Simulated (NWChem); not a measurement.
System: GeH3O2Cl; SMILES [Cl][GeH]([OH])[OH]

```xyz
7

Ge    -0.0065     0.4091     0.3527
O     -1.3840     1.2144    -0.4291
O      1.5116     1.1291    -0.2551
Cl     0.0947    -1.7071    -0.1861
H     -0.2216     0.5731     1.8653
H     -1.2399     1.2945    -1.3916
H      2.1015     0.4222    -0.5807
```
Atoms are numbered in this order, from 1.

Level: PBE-D3(BJ)/def2-SVP (NWChem), optimised geometry, unscaled harmonic frequencies. 

| frequency (cm⁻¹) | IR intensity (km/mol) |
|---|---|
| 122 | 54.4 |
| 171 | 21.1 |
| 201 | 56.6 |
| 223 | 31.1 |
| 297 | 80.8 |
| 403 | 60.8 |
| 667 | 37.9 |
| 687 | 58.9 |
| 701 | 49.4 |
| 718 | 73.8 |
| 890 | 134.8 |
| 911 | 106.1 |
| 2153 | 67.9 |
| 3718 | 65.1 |
| 3722 | 73.8 |

```json
{
 "zero_point_energy": "22.3 kcal/mol",
 "thermal correction to the enthalpy at 298.15 K (with zero-point energy)": "26.9 kcal/mol",
 "heat capacity Cv": "20.9 cal/(mol K)",
 "entropy at 298.15 K and 1 atm (symmetry number 1)": "80.9 cal/(mol K)",
 "dipole_moment": "1.08 D"
}
```

Rigid rotor and harmonic oscillator.
